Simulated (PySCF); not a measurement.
A structure optimised at B3LYP-D3(BJ)/def2-SVP, used in a PySCF frequency run:

```
Zn
Se 1 2.3073
H 2 1.4784 1 90.53
Se 1 2.3073 3 147.89 2 179.28
H 4 1.4784 1 90.53 3 90.53
```
Charge 0, spin multiplicity 1.

Q: Write its SMILES, formula and point group.

A: [SeH][Zn][SeH], H2Se2Zn, C2

Q: What are its rotational constants (standard atomic weights)?

A: 116.19, 0.59182, 0.59181 GHz
